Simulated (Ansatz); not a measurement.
`C=C(N)[SiH2][SiH3]`, charge 0, multiplicity 1.

Question: Give a relaxed structure at PBE0-D4/def2-TZVP (Ansatz). (An estimate is asked.)

Answer: Computed: 
```xyz
14

C     0.825   -0.939    1.214
C    -0.021    0.096    1.127
N    -0.401    0.870    2.211
Si   -0.879    0.481   -0.500
Si    0.275   -0.428   -2.318
H     1.038   -1.564    0.357
H     1.311   -1.209    2.149
H    -0.658    1.823    2.015
H     0.165    0.781    3.042
H    -0.944    1.967   -0.647
H    -2.288   -0.002   -0.473
H    -0.477   -0.155   -3.573
H     1.627    0.180   -2.430
H     0.426   -1.901   -2.173
```
This is one stationary point; other conformers may exist.
